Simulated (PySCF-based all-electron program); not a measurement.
The numbers below are computed, except where a source is named.
# Bond force of NaK, singlet

Method: all-electron DFT (in-house code on PySCF), basis-limit composite values; Koelling–Harmon scalar relativity, no spin–orbit coupling, spin-restricted. Forces are good to about 0.002 eV/Å. In part, the state lies near an instability. A positive force pushes the atoms apart.

```csv
r (Å),PBE (eV/Å)
2.800,1.019
2.975,0.673
3.150,?
3.500,0.021
3.850,-0.190
```

Problem. What does PBE give at the lengths left open?

Solution. 3.150 Å: 0.399 eV/Å.

Problem. Fit a Morse curve to the forces within 0.84 to 1.25 of the listed length with the smallest force. Where does the force vanish, what is the force constant, and what harmonic wavenumber follows with standard atomic masses?

Solution. PBE: 3.527 Å, 0.8 eV/Å², about 120 cm⁻¹. The points are far apart, so these are estimates.
